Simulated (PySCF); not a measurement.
PySCF 2.14 output of an unrestricted r2SCAN calculation on a single atom or ion in def2-QZVPPD with the def2 core potential (28 electrons) (7s5p4d3f2g, 81 functions), with a scalar-relativistic core potential:

```
SCF conv_tol = 1e-09
number electrons alpha = 9  beta = 4
    J. W. Furness, A. D. Kaplan, J. Ning, J. P. Perdew, and J. Sun.,  J. Phys. Chem. Lett. 11, 8208-8215 (2020)
    J. W. Furness, A. D. Kaplan, J. Ning, J. P. Perdew, and J. Sun.,  J. Phys. Chem. Lett. 11, 9248-9248 (2020)
    J. W. Furness, A. D. Kaplan, J. Ning, J. P. Perdew, and J. Sun.,  J. Phys. Chem. Lett. 11, 8208-8215 (2020)
    J. W. Furness, A. D. Kaplan, J. Ning, J. P. Perdew, and J. Sun.,  J. Phys. Chem. Lett. 11, 9248-9248 (2020)
cycle= 1 E= -56.7442323234747  delta_E= -0.00631  |g|= 0.0153  |ddm|= 0.243
cycle= 2 E= -56.7444258058065  delta_E= -0.000193  |g|= 0.00457  |ddm|= 0.0507
cycle= 3 E= -56.7444363736804  delta_E= -1.06e-05  |g|= 0.00212  |ddm|= 0.0144
cycle= 4 E= -56.7444392652085  delta_E= -2.89e-06  |g|= 0.00093  |ddm|= 0.00333
cycle= 5 E= -56.7444397562037  delta_E= -4.91e-07  |g|= 3.33e-05  |ddm|= 0.00223
cycle= 6 E= -56.7444397572806  delta_E= -1.08e-09  |g|= 7.08e-06  |ddm|= 0.00018
cycle= 7 E= -56.7444397573252  delta_E= -4.46e-11  |g|= 3.32e-07  |ddm|= 1.21e-05
converged SCF energy = -56.7444397573252  <S^2> = 8.7515204  2S+1 = 6.0005068
```

The run itself started from symmetry-adapted Hartree-Fock orbitals and held the occupation by maximum overlap, on a logarithmic radial grid, so the iterations belong to that start.

**Question.** Which element, charge and spin multiplicity is this?

**Answer.** Nb (niobium, neutral), multiplicity 6; the state was [Kr] 4d4 5p1, one real determinant (an excited configuration).

⟨L²⟩ = 8.01 against 12 for a pure F term, so this real determinant mixes terms. Energies and moments cover only the electrons outside the core potential.
